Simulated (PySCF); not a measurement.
## Working with the constants of MgTe

RHF-CCSD(T) constants of MgTe, ¹Σ⁺ (singlet), closed shell (Mg def2-SVP, Te def2-SVP with ECP28; scalar-relativistic core potentials (PySCF 2.14); masses 23.9850 and 129.9062 u):

| Property | Result |
| --- | --- |
| ωe | 347.5 cm⁻¹ |
| ωexe | 1.38 cm⁻¹ |
| Be | 0.13204 cm⁻¹ |
| αe | 0.000664 cm⁻¹ |
| D (centrifugal) | 7.62e-08 cm⁻¹ |
| De to Mg + Te | 1.08 eV |

(1) Estimate the standard entropy (1 bar) and heat capacity of the ideal gas at 298.15 K, rigid rotor with B0 and harmonic oscillator at the fundamental.

Correlated steps freeze 5 core orbitals. Correlated levels converge slowly with the basis: in double zeta they bind strong bonds too weakly, by up to about 1 eV, and carry superposition errors of some tenths. Spin–orbit coupling is left out, which matters for elements this heavy, above all for dissociation energies. Where the molecule has an RHF reference, its open-shell atoms are computed with UHF.

## Answers

(1) Translation (Sackur–Tetrode, M = 153.89 u): 171.7 J/(mol K). Rotation: q = kT/(σB0) = 1570 with σ = 1, 69.5. Vibration: x = hcν0/kT = 1.66, 4.98. S° = 246.2 J/(mol K); Cp = 7R/2 + 6.64 = 35.7 J/(mol K).
